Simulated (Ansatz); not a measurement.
C₄H₁₀S, charge +1, doublet, at a GFN2-xTB geometry (a state made from the parent by changing its charge; the spin is typed, not shown lowest). Base run: CAM-B3LYP/pcseg-1 (Ansatz, a quantum-chemistry and plane-wave program).

Geometry (Å):
```xyz
15

C     -0.2641     1.2666    -1.0843
C     -0.2870     0.0198    -0.2225
C      0.1236    -1.2264    -1.0495
C     -1.6200    -0.2185     0.4597
S      1.0292     0.0537     1.0552
H     -1.0434     1.1915    -1.8406
H     -0.4628     2.1563    -0.4897
H      0.6851     1.3978    -1.6001
H      0.1378    -2.1304    -0.4450
H     -0.6354    -1.3481    -1.8241
H      1.0895    -1.0993    -1.5325
H     -1.5943    -1.0888     1.1122
H     -1.9084     0.6442     1.0580
H     -2.3922    -0.3821    -0.2887
H      1.9422     0.7520     0.3460
```
Charge +1, spin multiplicity 2.
Orbitals are unrestricted.
All else is at Ansatz's defaults.

Variants of this job, named by their change:

```json
[
 {"change": "base", "basis functions": "124", "E (Eh)": "-556.17515", "core-seconds (rough)": "6"},
 {"change": "basis = 3-21G", "basis functions": "69", "E (Eh)": "-553.37885", "core-seconds (rough)": "4"},
 {"change": "basis = def2-SV(P)", "basis functions": "94", "E (Eh)": "-555.95288", "core-seconds (rough)": "10"},
 {"change": "basis = 6-31+G*", "basis functions": "119", "E (Eh)": "-556.20456", "core-seconds (rough)": "10"},
 {"change": "basis = cc-pVDZ", "basis functions": "124", "E (Eh)": "-556.22332", "core-seconds (rough)": "20"},
 {"change": "basis = def2-SVP", "basis functions": "124", "E (Eh)": "-555.97996", "core-seconds (rough)": "10"},
 {"change": "basis = pc-1", "basis functions": "124", "E (Eh)": "-556.19384", "core-seconds (rough)": "10"},
 {"change": "basis = cc-pV(D+d)Z", "basis functions": "129", "E (Eh)": "-556.22737", "core-seconds (rough)": "8"},
 {"change": "basis = def2-SVPD", "basis functions": "187", "E (Eh)": "-555.99593", "core-seconds (rough)": "10"},
 {"change": "basis = aug-pcseg-1", "basis functions": "209", "E (Eh)": "-556.18430", "core-seconds (rough)": "20"},
 {"change": "basis = def2-TZVP", "basis functions": "221", "E (Eh)": "-556.29617", "core-seconds (rough)": "10"},
 {"change": "basis = pc-2", "basis functions": "294", "E (Eh)": "-556.31350", "core-seconds (rough)": "30"},
 {"change": "basis = def2-TZVPP", "basis functions": "306", "E (Eh)": "-556.30035", "core-seconds (rough)": "30"}
]
```

Totals compare only among sets that treat the same electrons; sets with core potentials leave the core out.
